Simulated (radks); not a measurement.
Problem. Radial electron density D(r) = 4 pi r^2 rho(r) of an atom or ion with 53 electrons. All-electron calculation, scalar-relativistic Kohn-Sham, PBE, spin-polarised, spherical densities, finite nucleus; Fermi nuclear charge, rms radius of each element as measured or else 0.836 A^(1/3) + 0.57 fm. Program: a radial shooting solver on a logarithmic mesh with Libxc functionals.

r (bohr)  D(r) (e/bohr)    spin D(r)
0.00134           4.240   -0.0000113
0.001773          6.714   -0.0000163
0.002327          10.33   -0.0000213
0.003079          15.78   -0.0000220
0.004042          23.17  -0.00000539
0.005348          33.22    0.0000662
0.007075          45.39     0.000286
0.009287          57.95     0.000851
0.01229           68.96      0.00225
0.01613           74.53      0.00525
0.02134           73.10       0.0114
0.02824           67.42       0.0219
0.03706           66.25       0.0356
0.04904           77.01       0.0466
0.06437           93.26       0.0418
0.08517           96.67       0.0153
0.1127            80.77     -0.00242
0.1479            71.45       0.0364
0.1957            81.86       0.0958
0.2569            77.93       0.0550
0.3399            45.65      0.00186
0.4497            29.41        0.149
0.5903            34.51        0.199
0.781             26.77     -0.00256
1.025             13.12        0.197
1.356             7.898        0.747
1.795             5.114        0.740
2.356             1.828        0.292
3.117            0.2712       0.0438
4.091           0.01530      0.00238
5.413         0.0002035    0.0000280

What is the nuclear charge?

Solution. Z = 57. The innermost maximum, from 1s, lies near gamma/Z bohr with gamma = sqrt(1 - (Z/c)^2) = 0.909, here 0.016 bohr (found: 0.0175), and its height grows with Z. The density is that of the lanthanum ion La4+ in [Kr] 4d10 5s2 5p5; the configuration itself is not fixed sharply by these data, and Z only to a few units. D(r) has 4 maxima, at r = 0.0175, 0.0774, 0.219, 0.609 bohr, and minima at 0.0337, 0.144, 0.446 bohr, inside which lie 1.96, 11.18, 28.92 electrons.
